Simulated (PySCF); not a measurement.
Zirconium: a sound run and one with changed settings

Sound run: Zr⁺ [Kr] 4d2 5s1, Zr²⁺ [Kr] 4d2. Calculation: PySCF 2.14, in def2-TZVP with the def2 core potential (28 electrons) (6s4p3d1f, 40 functions); scalar relativity through the core potential. The sound run starts from symmetry-adapted Hartree-Fock orbitals and uses a fine grid where one is needed.

Changed run: basis STO-3G, all-electron and non-relativistic. This setting is unsound on purpose.

```csv
species,method,sound run (hartree),changed run (hartree),converged
Zr⁺,UHF,-46.25178,-3502.95330,yes
Zr⁺,BP86,-46.71336,-3504.73722,yes
Zr⁺,M06-L,-46.64940,-3504.49245,yes
Zr²⁺,UHF,-45.79964,-3502.52997,yes
Zr²⁺,BP86,-46.21671,-3504.26293,yes
Zr²⁺,M06-L,-46.19479,-3504.06271,yes
```

Ionisation energy of Zr⁺:

| method | sound run (eV) | changed run (eV) |
| --- | --- | --- |
| UHF | 12.303 | 11.519 |
| BP86 | 13.515 | 12.906 |
| M06-L | 12.370 | 11.694 |

A minimal basis cannot let orbitals breathe on ionisation and holds almost no correlation. The Hamiltonian changed with the basis, so the totals do not compare.

For comparison, NIST gives 13.13 eV between the lowest levels.
